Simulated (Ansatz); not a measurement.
Ansatz (a first-principles code) job for SnI, SMILES [Sn][I] (connectivity only; charge and spin as stated), neutral, multiplicity 2, PBE0-D3(BJ)/def2-TZVP. 

Ansatz 0.2 input:
```yaml
crystal:
  periodic: [false, false, false]
  atoms:
    - {symbol: Sn, position_ang: [0.00000000, 0.00000000, -1.39457533]}
    - {symbol: I, position_ang: [0.00000000, 0.00000000, 1.31563710]}
basis:
  gaussian:
    orbitals: def2-TZVP
hamiltonian:
  xc: pbe0
  dispersion: d3bj
magnetization: {spin_polarized: true, initial_magnetization: 1}
relax: {f_tol: 0.002, max_steps: 200}
```

It prints:

```
WARN ansatz: RAYON_NUM_THREADS=1 ignored (pool sized by the plan → 1); use --threads N
Functional definition: PBE0
integrals: 0.03 GiB planned
879 factors; their error is unknown
mean field: 0.43 GiB planned
mean field evaluation 1: about -13933.2954 eV, gradient 6.4e0 eV
mean field evaluation 2: about -13932.9539 eV, gradient 1.0e1 eV
mean field evaluation 4: about -13933.6331 eV, gradient 8.1e-1 eV
mean field evaluation 8: about -13933.9989 eV, gradient 5.2e-1 eV
mean field evaluation 16: about -13933.9993 eV, gradient 1.1e-4 eV
mean field -13933.99930063 eV, -512.0650294944 hartree, gradient 2.5e-5 eV, S^2 0.754251; 1 other end points of the search recorded, 0 dependent functions left out
the calculation of the forces begins
reference -13933.99932456 eV, -512.0650303735 hartree; 24, 23 occupied and 76, 77 virtual orbitals, 879 factors
relax step   1: F+E_penalty+E_count = -13934.04969196 eV  Δ(F+E_penalty+E_count) = +0.000e0 eV  max|allowed force component| = 4.649e-2 eV/Å  Δτ_max = 0.0000 Å  (54 SCF iters, accepted)
these checks for a lower state are left out or cut short: starts, cluster_reference, orbital_swaps, neighbouring_geometries, increment
integrals: 0.03 GiB planned
879 factors; their error is unknown
mean field: 0.43 GiB planned
mean field evaluation 32: about -13933.9994 eV, gradient 3.8e-4 eV
mean field -13933.99942808 eV, -512.0650341780 hartree, gradient 2.0e-5 eV, S^2 0.754259; 0 other end points of the search recorded, 0 dependent functions left out
the calculation of the forces begins
reference -13933.99945201 eV, -512.0650350575 hartree; 24, 23 occupied and 76, 77 virtual orbitals, 879 factors
relax step   2: F+E_penalty+E_count = -13934.04980518 eV  Δ(F+E_penalty+E_count) = -1.132e-4 eV  max|allowed force component| = 1.294e-2 eV/Å  Δτ_max = 0.0034 Å  (38 SCF iters, accepted)
these checks for a lower state are left out or cut short: starts, cluster_reference, orbital_swaps, neighbouring_geometries, increment
integrals: 0.03 GiB planned
879 factors; their error is unknown
mean field: 0.43 GiB planned
mean field -13933.99943465 eV, -512.0650344194 hartree, gradient 1.9e-5 eV, S^2 0.754257; 0 other end points of the search recorded, 0 dependent functions left out
the calculation of the forces begins
reference -13933.99945858 eV, -512.0650352989 hartree; 24, 23 occupied and 76, 77 virtual orbitals, 879 factors
relax step   3: F+E_penalty+E_count = -13934.04981486 eV  Δ(F+E_penalty+E_count) = -9.683e-6 eV  max|allowed force component| = 1.265e-4 eV/Å  Δτ_max = 0.0007 Å  (38 SCF iters, accepted)
integrals: 0.03 GiB planned
879 factors; their error is unknown
mean field: 0.43 GiB planned
mean field evaluation 64: about -13933.9994 eV, gradient 3.0e-3 eV
mean field -13933.99943465 eV, -512.0650344194 hartree, gradient 1.9e-5 eV, S^2 0.754257; 2 other end points of the search recorded, 0 dependent functions left out
the calculation of the forces begins
reference -13933.99945858 eV, -512.0650352989 hartree; 24, 23 occupied and 76, 77 virtual orbitals, 879 factors
Total energy: -13934.04983879 eV, -512.0668867375 hartree
Atom 0 at     0.000000     0.000000    -1.397235 Å, force     0.000000    -0.000000     0.000127 eV/Å
Atom 1 at    -0.000000    -0.000000     1.318297 Å, force    -0.000000     0.000000    -0.000127 eV/Å
Dipole moment:    -0.000000    -0.000000    -0.463471 e Å
```

The run converged.

Cost: roughly 14 core-seconds.
